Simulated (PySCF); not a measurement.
1,2,4-triazole (C2H3N3), SMILES c1nc[nH]n1.

Geometry: PBE0-D3(BJ)/def2-SVP.

All values below come from r2SCAN/def2-TZVP (PySCF).

Symmetry labels are those of the subgroup Cs that the program uses (full group Cs).

### Question
List the valence orbital energies around the gap with their symmetry. (Estimate from the structure and the level; the computed values follow.)

### Answer

```json
[
 {"orbital": "HOMO−7", "symmetry": "A'", "energy (eV)": "-14.70"},
 {"orbital": "HOMO−6", "symmetry": "A\"", "energy (eV)": "-12.08"},
 {"orbital": "HOMO−5", "symmetry": "A'", "energy (eV)": "-12.05"},
 {"orbital": "HOMO−4", "symmetry": "A'", "energy (eV)": "-10.75"},
 {"orbital": "HOMO−3", "symmetry": "A'", "energy (eV)": "-8.29"},
 {"orbital": "HOMO−2", "symmetry": "A\"", "energy (eV)": "-7.81"},
 {"orbital": "HOMO−1", "symmetry": "A\"", "energy (eV)": "-6.93"},
 {"orbital": "HOMO", "symmetry": "A'", "energy (eV)": "-6.90"},
 {"orbital": "LUMO", "symmetry": "A\"", "energy (eV)": "-0.79"},
 {"orbital": "LUMO+1", "symmetry": "A\"", "energy (eV)": "0.38"},
 {"orbital": "LUMO+2", "symmetry": "A'", "energy (eV)": "1.06"},
 {"orbital": "LUMO+3", "symmetry": "A'", "energy (eV)": "2.52"}
]
```
